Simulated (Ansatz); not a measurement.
`[SH][SnH]([Cl])[Cl]` + H₂Se → `[Cl][SnH]([Cl])[SeH]` + H₂S at 700 K and 1 bar (ligand exchange at the Sn–S bond).

Isolated molecules relaxed with PBE0-D4/def2-TZVP in Ansatz; ΔE leaves out vibrations. CBS: MP2 limit from def2 TZ/QZ plus the TZ coupled-cluster correction, frozen cores. This one scheme is used for every species. Elements past krypton have def2 core potentials. For Se, Sn outer-core shells are correlated without core-valence functions, which leaves a few kJ/mol of doubt a bond. Scalar relativity is left out up to krypton. One conformer a species, not always the lowest.

```json
{"species": "`[SH][SnH]([Cl])[Cl]`", "CCSD(T)/CBS energy (Eh)": "-1532.67433", "H − E (kJ/mol)": "113.2", "S (J/(mol·K))": "469.6"}
{"species": "H₂Se", "CCSD(T)/CBS energy (Eh)": "-2401.89790", "H − E (kJ/mol)": "61.1", "S (J/(mol·K))": "251.1"}
{"species": "`[Cl][SnH]([Cl])[SeH]`", "CCSD(T)/CBS energy (Eh)": "-3535.60722", "H − E (kJ/mol)": "111.3", "S (J/(mol·K))": "479.3"}
{"species": "H₂S", "CCSD(T)/CBS energy (Eh)": "-398.97279", "H − E (kJ/mol)": "64.8", "S (J/(mol·K))": "236.9"}
```

H − E and S are ideal-gas, rigid-rotor, harmonic terms from PBE0-D4/def2-TZVP, for one conformer and one mirror image of each species. 1 Eh = 2625.50 kJ/mol, R = 8.31446 J/(mol·K).

**Question.** By hand: ΔE, ΔH, ΔS and ΔG.

**Answer.** ΔE = (-3535.60722) + (-398.97279) − (-1532.67433) − (-2401.89790) = -0.00778 Eh = -20.4 kJ/mol. Δ(H − E) = 111.3 + 64.8 − 113.2 − 61.1 = 1.8, so ΔH = -18.6 kJ/mol. ΔS = 479.3 + 236.9 − 469.6 − 251.1 = -4.5 J/(mol·K). ΔG = -18.6 − 700 × (-4.5)/1000 = -15.5 kJ/mol.

**Question.** By hand: the equilibrium constant, and the temperature at which ΔG would vanish if ΔH and ΔS stayed fixed.

**Answer.** log₁₀ K = −ΔG/(RT ln 10) = 1.2. ΔG = 0 at ΔH/ΔS = 4133 K, far beyond where these terms or the molecules hold.

The number of gas molecules stays the same, so ΔS is small and ΔH decides. A doubt of 5 kJ/mol in ΔE shifts log₁₀ K by 0.4 here. Other conformers and mirror images would add mixing entropy, several J/(mol·K) or more a flexible species. Modes under 60 cm⁻¹, often nearly free rotors, make the harmonic entropy too high. These are equilibria of isolated gas molecules and say nothing of rates. Largest T1 diagnostic: 0.011 (customary marks: 0.02 for closed shells, 0.045 for open ones).
